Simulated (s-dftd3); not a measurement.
Tb, sextet; D3(bjm) for b97d run with s-dftd3.

Here is a job for s-dftd3.
```
$ s-dftd3 mol.xyz --bjm b97d --json dftd3.json --noedisp --grad

# file mol.xyz
1

Tb     0.00000000     0.00000000     0.00000000
```

The log (banner, timings and long lists left out):

```
-----------------------------------
 s i m p l e   D F T - D 3  v1.4.0
-----------------------------------

Rational (Becke-Johnson) damping: b97d-D3(BJ)
---------------------
  s6         1.0000
  s8         1.2070
  s9         0.0000
  a1         0.2402
  a2         3.8644
 alp        14.0000
--------------------

Dispersion energy:       0.0000000000000E+00 Eh

Gradient norm:           0.0000000000000E+00 Eh/a0
--------------------------------------------------
     #    Z           dE/dx      dE/dy      dE/dz
--------------------------------------------------
     1   65 Tb    0.000E+00  0.000E+00  0.000E+00
--------------------------------------------------

Virial:
--------------------------------------------------
      component           x          y          z
--------------------------------------------------
          x       0.000E+00  0.000E+00  0.000E+00
          y       0.000E+00  0.000E+00  0.000E+00
          z       0.000E+00  0.000E+00  0.000E+00
--------------------------------------------------

[Info] JSON dump of results written to 'dftd3.json'
```
